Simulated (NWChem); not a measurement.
**Correlation energy of Sn (+1)**

```
Sn
```
Charge +1, spin multiplicity 2.

Program: NWChem.

Basis set: def2-QZVP. Each correlation energy counts from its own Hartree-Fock reference.

| method | correlation energy (mHa) |
|---|---|
| UMP2 | -457.3 |
| SCS-UMP2 | -402.2 |
| CCSD on ROHF | -430.4 |
| CCSD[T] on ROHF | -439.4 |
| CCSD(T) on ROHF | -439.3 |

The values span 55.1 mHa, from UMP2 (lowest) to SCS-UMP2 (highest). 

Effective core potentials replace the inner electrons of Sn; spin-orbit coupling is left out. The correlated methods keep 4 core orbitals frozen. No SCF solution was tested for a lower state. Open-shell Hartree-Fock references start from PBE0 orbitals. Coupled-cluster values serve here as a point of comparison, not as the truth.
